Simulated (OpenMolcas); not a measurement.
Nd3+ among 6 point charges of -0.5 e arranged as a trigonal antiprism (D3d), with a polar angle of 64.6° against the regular 54.74°.

```yaml
Program: OpenMolcas
Method: CASSCF
Basis: ANO-RCC-VTZP [8s7p5d3f2g1h]
Scalar_Hamiltonian: DKH2, point nucleus
Active_space: 3 electrons in 7 orbitals (4f)
State_averaging: 2S+1 = 4 odd, 35 roots; 2S+1 = 2 odd, 89 roots kept (CI in the orbitals of an earlier block)
Spin-orbit_coupling: state interaction with AMFI integrals over the reference wave functions
```

All point charges move together. At R = 2.44 Å the width of the lowest J multiplet is 201 cm-1, and at R = 2.62 Å it is 161 cm-1.

Question: A third run gives 117 cm-1. What distance was it run at?

Answer: With a power law R^-n the two known points give n = -ln(161 / 201) / ln(2.62 / 2.44) = 3.12. Then R = 2.44 × (201 / 117)^(1/3.12) = 2.902 Å. The run was at 2.9 Å, so the estimate is off by +0.002 Å.

High states are left out of the spin-orbit mixing, which shifts the levels that they would mix with. Point charges carry no covalency, so the field is a model and not that of real ligands. An unlabelled pair can be two single states that coincide in this model. No measured value stands beside these numbers.
